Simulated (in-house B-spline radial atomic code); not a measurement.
Mg⁺. Computed with a B-spline radial atomic code. Model: non-relativistic spherical atom: semilocal Troullier-Martins pseudo-atom, one channel per l, against all electrons, high spin, G0W0 and RPA with empty states to l = 8, local potential for every l without a channel, a model core (radius 0 = none) keeps its share of the functional.

What the tables leave out is listed at the end.

The pseudopotential gives back the lowest level of each angular momentum of its own functional in the configuration it was made in; a second state of the same l is only approximately right. Exact exchange, RPA and GW see the smooth pseudo-orbitals and miss the exchange with the core, for which the functional's share stands in. The column with an uncorrelated core keeps all orbitals and exact exchange, and so separates missing core correlation from pseudisation. Only the three outermost levels and the lowest empty one were computed. RPA here is direct RPA, with no exchange kernel, and its energies carry an (l + 1/2)⁻⁴ tail. A hybrid on a potential with a model core restores only its own semilocal share of the core's exchange.

Command:
```bash
python run_psgw.py task.json out
```
Settings (lengths in bohr, energies in hartree):
```
Z                      12
electrons              11
configuration          [Ne] 3s1
generated_in           [Ne] 3s1
functional             lda,vwn
core_shells            2
radius_factor          0.8
core_correction        True
ion_configuration      [He] 2s2 2p6
```

Cost of the run: 30 s on 1 thread of Arm Neoverse N1, with other jobs on the host.

Given: made with LDA VWN5; model core radius 0.201 bohr; local radius 0.768 bohr; mean-field start LDA VWN5.

Valence shells of the generating configuration: 2p, 3s.

Channel: s 1.881, p 0.572 (radii in bohr).

Computed: largest level miss in the spin-unpolarised generating configuration 0 eV; valence RPA correlation energy all-electron orbitals -0.36968 hartree; valence RPA correlation energy pseudo -0.49365 hartree; all-electron RPA polarisability, core included 20.501 bohr³; pseudo-atom RPA polarisability 20.484 bohr³; ionisation by mean-field all-electron 15.351 eV; ionisation by RPA all-electron 15.596 eV.

| level | occupied | mean-field all-electron (eV) | mean-field pseudo minus all (eV) | G0W0 all-electron (eV) | G0W0 uncorrelated core minus all (eV) | G0W0 pseudo minus all (eV) | exchange self-energy all-electron (eV) | exchange self-energy pseudo (eV) |
| --- | --- | --- | --- | --- | --- | --- | --- | --- |
| 3s up | 1 | -11.983 | -0.004 | -15.613 | -0.038 | -0.25 | -10.543 | -9.9175 |
| 3s down (empty) | 0 | -10.569 | 0.002 | -7.8546 | -0.031 | -0.247 | -1.5667 | -1.0067 |

Question: What is the ionisation by mean-field pseudo minus all?

Answer: 0 eV.

Question: What is the ionisation by RPA pseudo minus all?

Answer: 0.362 eV.

Given: mean-field start PBE0.

Computed: valence RPA correlation energy all-electron orbitals -0.35057 hartree; valence RPA correlation energy pseudo -0.4746 hartree; ionisation by mean-field all-electron 15.232 eV; ionisation by mean-field pseudo minus all 0.067 eV; ionisation by RPA all-electron 15.496 eV; ionisation by RPA pseudo minus all 0.323 eV.

```
          level  occupied  mean-field all-electron (eV)  mean-field pseudo minus all (eV)  G0W0 all-electron (eV)  G0W0 uncorrelated core minus all (eV)  G0W0 pseudo minus all (eV)  exchange self-energy all-electron (eV)  exchange self-energy pseudo (eV)
          3s up         1                       -12.708                             -0.05                 -15.559                                 -0.031                      -0.236                                 -10.296                           -9.8772
3s down (empty)         0                       -9.0449                            -0.062                 -7.5175                                 -0.028                      -0.218                                 -1.5139                           -1.0517
```

Question: What is the all-electron RPA polarisability, core included?

Answer: 17.763 bohr³.

Question: What is the pseudo-atom RPA polarisability?

Answer: 17.409 bohr³.

Among the listed levels the largest G0W0 shift of the pseudo-atom is -0.25 eV, for 3s up on the LDA VWN5 start, while leaving the core uncorrelated moves that level by -0.04 eV. So pseudisation and the lost core exchange, not the missing core correlation, make the error. Not in the tables (levels of low weight, unsolved or above zero; the highest and the empty levels are kept at any weight): on LDA the G0W0 levels 2p down (pseudo minus all +3.03 eV, weights 0.42 and 0.10), 2p up (pseudo minus all +3.07 eV, weights 0.42 and 0.10); on PBE0 the G0W0 levels 2p down (pseudo minus all +2.98 eV, weights 0.78 and 0.64), 2p up (pseudo minus all +2.98 eV, weights 0.76 and 0.64); no Hartree-Fock pseudo-atom is run with a model core.
